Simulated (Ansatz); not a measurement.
Gas-phase reaction R1 → P1 + P2, each structure at its B3LYP-D3(BJ)/def2-TZVP stationary point, reached from a drawn start (curvature not checked).
P1: H atom, charge 0, multiplicity 2.
R1: H2Mg (SMILES [MgH2]), charge 0, multiplicity 1.
P2: HMg (SMILES [MgH]), charge 0, multiplicity 2.

P less R. No zero-point or thermal terms; singlets are restricted closed shells; open shells are unrestricted.

Frozen-core correlation throughout.

The values were computed with Ansatz (a quantum-chemistry and plane-wave program). No computed number here is a measurement.

Total energies in hartree:

```tsv
structure	PBE/def2-TZVPP	CCSD(T)/def2-QZVPP
P1	-0.499616	-0.499983
R1	-201.101708	-200.815823
P2	-200.493719	-200.200070
```

**Question.** Work out the reaction energy at each level in kcal/mol (1 hartree = 627.50947 kcal/mol), and say how far PBE/def2-TZVPP lies from CCSD(T)/def2-QZVPP.

**Answer.** 
- PBE/def2-TZVPP: (-0.499616) + (-200.493719) − (-201.101708) = 0.108373 hartree = 68.01 kcal/mol
- CCSD(T)/def2-QZVPP: (-0.499983) + (-200.200070) − (-200.815823) = 0.115770 hartree = 72.65 kcal/mol
PBE/def2-TZVPP less CCSD(T)/def2-QZVPP: -4.64 kcal/mol. CCSD(T)/def2-QZVPP is the level counted from, the highest shown, and no exact or measured value.
